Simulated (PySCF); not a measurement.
Mg(Br)(OSiH3) (BrH3MgOSi), SMILES [SiH3][O][Mg][Br].

The structure is a stationary point at r2SCAN-D4/def2-SVP. The structure was generated by enumeration; whether it is a known compound was not checked. Other conformers were not sampled.

All values below come from PySCF with CAM-B3LYP/def2-TZVP.

Gas-phase values at a fixed geometry.

```yaml
total_energy: -3141.07587 hartree
point_group: C3v
highest_occupied_level: -9.69 eV
lowest_empty_level: -1.04 eV
orbital_gap: 8.66 eV
dipole_moment: 0.24 D
quadrupole, principal values (traceless, Buckingham form, about the centre of nuclear charge): -16.53, 8.26, 8.26 D·Å
mean_static_polarisability: 67.4 bohr³ (9.99 Å³)
polarisability_principal_values: 59.1, 59.1, 83.9 bohr³
```
